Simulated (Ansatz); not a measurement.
`[OH][AlH][CH2]F` + HCl → `[OH][AlH][Cl]` + fluoromethane  (ligand exchange at the Al–C bond)

Program: Ansatz. Geometries: PBE0-D4/def2-TZVP. ΔE: electronic, gas phase. CBS: MP2 limit from def2 TZ/QZ plus the TZ coupled-cluster correction, frozen cores. This one scheme is used for every species. DFT in def2-TZVPP. B3LYP here is the variant with VWN-RPA as its local correlation; programs differ in this. Each species was taken in one conformer, which may not be the lowest.

`[OH][AlH][CH2]F`:

Z-matrix (Å, degrees):
```
C
Al 1 1.975
F 1 1.401 2 110.2
H 1 1.097 2 112.4 3 -120.2
H 1 1.097 2 112.4 3 120.2
O 2 1.696 1 114.3 3 179.8
H 2 1.582 1 124.2 3 -0.1
H 6 0.955 2 124.3 1 180.0
```

HCl:

Z-matrix (Å, degrees):
```
Cl
H 1 1.279
```

`[OH][AlH][Cl]`:

Z-matrix (Å, degrees):
```
Al
O 1 1.684
Cl 1 2.096 2 119.8
H 1 1.563 2 119.3 3 180.0
H 2 0.956 1 124.3 3 0.0
```

`CF`:

```xyz
5

C     0.059   -0.010    0.012
F    -1.272    0.220   -0.252
H     0.515    0.912    0.380
H     0.556   -0.327   -0.908
H     0.143   -0.794    0.768
```

CCSD(T)/CBS gives -2.01 eV.

**Question.** Another level gave -1.91 eV. Which?
A. revPBE/def2-TZVPP
B. r2SCAN-D4/def2-TZVPP
C. B3LYP/def2-TZVPP
D. r2SCAN0/def2-TZVPP

**Answer.** A. revPBE -1.91, B3LYP -1.98, r2SCAN0 -2.06, r2SCAN-D4 -2.02 eV.

Largest T1 diagnostic among the species: 0.012.

Leaving LDA and LC-ωPBE aside and taking each functional with its dispersion term where it has one, the values, not all of them listed here, spread over 0.18 eV, from BHLYP-D4 to revPBE-D4. LDA lies +0.04 eV from PBE without D4. From r2SCAN to r2SCAN0 (25 % exact exchange), in def2-TZVPP and without D4, ΔE moves by −0.04 eV. At CCSD(T), def2-SVP lies −0.04 eV from the extrapolated value and def2-TZVPP +0.01 eV.
